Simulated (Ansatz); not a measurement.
A series at Si: from `O[SiH](O)[SiH](O)F`, ligands are replaced one by one, each step taking up H₂ and setting free H₂O; n counts the steps. Ansatz, PBE0-D4/def2-TZVP geometries. Each molecule was computed in one conformer, which needn't be the lowest.

CBS adds triple-zeta CCSD(T) − MP2 to the MP2 limit, frozen cores; atoms without spin–orbit coupling. 

| n | molecule | atomization energy, CCSD(T)/CBS (kJ/mol) |
| --- | --- | --- |
| 0 | `O[SiH](O)[SiH](O)F` | 4267.3 |
| 1 | `O[SiH2][SiH](O)F` | 3660.9 |
| 2 | `O[SiH](F)[SiH3]` | 3085.2 |
| 3 | `F[SiH2][SiH3]` | ? |

Q: By hand: fit a straight line y = ȳ + b (n − n̄) to the 3 given rows and predict n = 3.

A: n̄ = 1.000, ȳ = 3671.13; Σ(n − n̄)(y − ȳ) = -1182.10, Σ(n − n̄)² = 2.000, so b = -591.05 kJ/mol a step. Prediction: 3671.13 + (-591.05) × (2.000) = 2489.0 kJ/mol.

Q: By hand: compare with the computed value, 2478.3 kJ/mol, and give the steps along the whole series.

A: The line misses by -10.7 kJ/mol (computed minus predicted). Steps: -606.4, -575.7, -606.9 kJ/mol.

The steps differ by up to 31.2 kJ/mol, small against a whole step but well beyond the method's doubt, so the ligands' effects don't simply add. The miss is 0.6 % of the series' range. The energies themselves are unsure by some kJ/mol a bond, though much of that is common to the series.
